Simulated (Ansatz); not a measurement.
Relaxation of CH5BOSi (9 atoms, charge 0, multiplicity 1), to a largest force component of 0.02 eV/Å in at most 50 steps.

Method: RKS PBE0/def2-SVP (Ansatz).

```xyz
9
Properties=species:S:1:pos:R:3:forces:R:3
B -0.169 1.241 -0.992 0.26 -1.00 0.48
C 0.409 -0.143 -0.849 0.03 -1.02 1.10
Si 0.286 -1.153 0.611 -0.18 1.69 -1.50
O -0.482 -0.673 1.953 -0.22 -0.15 0.73
H -0.039 1.837 -1.995 0.11 0.48 -0.80
H -0.761 1.752 -0.107 -0.48 0.42 0.72
H 0.946 -0.580 -1.685 0.25 -0.27 -0.30
H 0.711 -2.464 1.060 0.45 -0.69 -0.33
H -0.901 0.182 2.004 -0.21 0.54 -0.10
```

Q: Where does it end, and by what steps?

A: It converged. After 6 steps the energy has fallen by 0.232 eV; H9 moved furthest, 0.28 Å.

| step | energy less start (eV) | largest force component (eV/Å) | accepted |
| --- | --- | --- | --- |
| 0 | 0.0000 | 1.693 | yes |
| 1 | -0.1857 | 0.687 | yes |
| 2 | -0.2220 | 0.202 | yes |
| 3 | -0.2256 | 0.134 | yes |
| 4 | -0.2301 | 0.069 | yes |
| 5 | -0.2317 | 0.072 | yes |
| 6 | -0.2322 | 0.011 | yes |

```xyz
9
Properties=species:S:1:pos:R:3
B -0.164 1.145 -0.897
C 0.456 -0.224 -0.871
Si 0.265 -1.099 0.599
O -0.532 -0.527 1.911
H -0.110 1.873 -1.864
H -0.759 1.580 0.082
H 0.997 -0.659 -1.717
H 0.742 -2.452 0.967
H -0.895 0.362 1.789
```

The run took 18 s on 2 threads of Intel(R) Xeon(R) Platinum 8488C (Sapphire Rapids) (shared host), peak memory 0.17 GiB.
